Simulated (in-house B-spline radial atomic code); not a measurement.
Ionisation energies along the 17-electron series, configuration [Ne] 3s2 3p5, as differences of self-consistent energies. Dirac energy differences include first-order Breit, QED and recoil terms. NIST's values go from ground level to ground level; the uncertainty of those that are theory runs from under 0.1 % in few-electron ions to several per cent in heavy many-electron ones. Computed with a B-spline radial code for spherical atoms: Dirac-Hartree-Fock, average of the configuration, finite nuclei.

| ion | configuration after | ionisation energy (eV) | IE/(q+1)² (eV) | Breit and QED recoil part (eV) | tabulated value (eV) | tabulated kind | computed minus tabulated (eV) |
| --- | --- | --- | --- | --- | --- | --- | --- |
| Cs38+ | [Ne] 3s2 3p4 | 2798.4 | 1.8399 | -2.5035 | 2767 | tabulated theory | 31 |
| Ba39+ | [Ne] 3s2 3p4 | 2934.2 | 1.8339 | -2.6835 | 2901 | tabulated theory | 33 |
| La40+ | [Ne] 3s2 3p4 | 3073.4 | 1.8283 | -2.8725 | 3036 | tabulated theory | 37 |
| Ce41+ | [Ne] 3s2 3p4 | 3215.8 | 1.823 | -3.0706 | 3176 | tabulated theory | 40 |
| Pr42+ | [Ne] 3s2 3p4 | ? | ? | ? | ? | tabulated theory | ? |
| Nd43+ | [Ne] 3s2 3p4 | ? | ? | ? | ? | tabulated theory | ? |
| Pm44+ | [Ne] 3s2 3p4 | 3663.7 | 1.8092 | -3.722 | 3613 | tabulated theory | 51 |

(1) Fill in the row of Pr42+.

(2) Fill in the row of Nd43+.

Where a p, d or f electron is removed, the computed value is a mean over both j, so it misses the tabulated one by a part of the spin-orbit splitting; averaging over terms and missing correlation add to the gap, relatively most at low charge.

Answers

(1) ionisation energy (eV): 3361.7; IE/(q+1)² (eV): 1.8181; Breit and QED recoil part (eV): -3.278; tabulated value (eV): 3319; computed minus tabulated (eV): 43.

(2) ionisation energy (eV): 3511.0; IE/(q+1)² (eV): 1.8135; Breit and QED recoil part (eV): -3.4951; tabulated value (eV): 3465; computed minus tabulated (eV): 46.
